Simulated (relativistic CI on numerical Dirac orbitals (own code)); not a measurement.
## Crystal-field levels of Fe²⁺, 3d6

Calculated by Dirac-Coulomb-Breit CI, KLI orbitals optimised for each configuration, QED by a radiative potential, valence Slater integrals scaled by 0.85, one configuration in a parametric crystal field (own radial code).

Field parameters in Wybourne normalisation: Oh B⁴₀ = 21Dq, B⁴₄ = √(5/14) B⁴₀. The field is a parameter set, without covalency.

S is read from ⟨S²⟩ = S(S + 1).

Levels (cm⁻¹, degeneracy): 0 (1), 10587 (2), 10591 (3), 10643 (3), 10692 (1), 10752 (3), 10904 (3), 11318 (2), 11540 (3), 11838 (3), 12043 (1), 16901 (3).

Q: Which field gives this pattern?
A. Oh, 10Dq = 18850 cm⁻¹
B. Oh, 10Dq = 26650 cm⁻¹
C. Oh, 10Dq = 16250 cm⁻¹
D. Oh, 10Dq = 21450 cm⁻¹

A: D. Oh, 10Dq = 21450 cm⁻¹, ground level with S = 0.01.
